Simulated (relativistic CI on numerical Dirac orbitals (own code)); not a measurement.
Calculated at this level of theory: Dirac-Coulomb-Breit CI, KLI orbitals optimised for each configuration, model QED (radiative potential, 1s self-energy scaled to tabulated hydrogen-like ionisation energies), unscaled Slater integrals (own radial code, finite nucleus).

The strongest absorption lines from the ground level of an ion, among the configurations computed and to levels below about 1650 eV (vacuum wavelength in Å, gf): 9.3377 (0.4), 9.9948 (0.96), 11.377 (6.6), 11.714 (0.62), 11.830 (0.47), 14.376 (0.044), 14.690 (0.34), 14.837 (0.092).

(1) Which ion is it?
A. Pm33+
B. Cs27+
C. Ce30+
D. Gd36+

Answers

(1) C. Ce30+ has 28 electrons and the ground level 3s2.3p6.3d10 1S_0; the strongest line goes to 3s2.3p6.3d9.4f 1P°_1. The pattern of lines fixes the number of electrons, and along that sequence the line energies rise steadily with the charge (about as its square where n changes within one kind of shell, about linearly where n is kept but much faster in heavy ions where fine structure, which grows about as Z⁴, sets the gap, and irregularly where shells cross), which fixes Z. Configurations outside the model, such as inner-shell arrays, can give stronger lines. At this charge energies of transitions that change n are usually good to better than 1 %, and those within a shell (Δn = 0) to a few per cent.

LS names give the leading component of a level, which can be under half, so a name can repeat, a term be missing and a line seem to break the LS rules.
